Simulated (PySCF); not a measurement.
Input of a run (PBE0-D3(BJ)/def2-SVP geometry optimisation, gas phase, def2 core potentials past Kr (PySCF 2.14.0)), started from GFN2-xTB:
```
{"job": {"xc": "PBE0", "basis": "def2-SVP", "d3": "d3bj", "grid": 1, "maxiter": 30, "shake": 0.01, "kind": "geom"}, "charge": 0, "multiplicity": 1}
Si    -1.616500    -0.087910     0.092360
S      0.038870    -1.275190    -0.493860
Tl     2.049300     0.012740    -0.131310
H     -1.411830     1.302580    -0.399390
H     -2.741840    -0.746820    -0.581030
H     -1.727340    -0.098020     1.540460
H      3.568390    -0.823570    -0.490770
H      1.896090     1.697060     0.411070
```

Output (energies in Eh, forces in Eh/bohr):
```
step   0  E = -862.70823431  max force = 0.020014
step   1  E = -862.71368916  max force = 0.004649
step   2  E = -862.71421868  max force = 0.004882
step   3  E = -862.71452098  max force = 0.004038
step   4  E = -862.71476116  max force = 0.001843
step   5  E = -862.71485411  max force = 0.000620
step   6  E = -862.71487102  max force = 0.000252
step   7  E = -862.71487399  max force = 0.000158
optimisation converged
```

Problem. Summarise the run.

Solution. The energy falls by 17.4 kJ/mol over 8 energy and gradient evaluations, the largest force component goes from 0.0200 to 1.6e-04 Eh/bohr, and the atoms move by 0.168 Å rms after alignment. The bond that changes most is S2–Tl3 (ends: sulfur bonded to Si and Tl; thallium bonded to S and 2 H), which lengthens by 0.096 Å. Bonds longer at the end by more than 0.005 Å: 5 of 7; shorter: 2. Among the angles that change most is H7–Tl3–H8, from 125.7° to 143.3°. The energy never rose by more than 1e-6 Eh on the way. The first step brought 82 % of the lowering.

Problem. What are the final bond lengths?

Solution. Si1–S2 2.135 Å, S2–Tl3 2.511 Å, Si1–H4 1.497 Å, Si1–H5 1.493 Å, Si1–H6 1.497 Å, Tl3–H7 1.710 Å, Tl3–H8 1.714 Å. Numbering counts from 1 in the input's order; the species is `[S]([SiH3])[TlH2]`.

The run used 87 basis functions and 50 SCF cycles in all.

Stationary, but not proved a minimum. The numbers are those of one conformer.
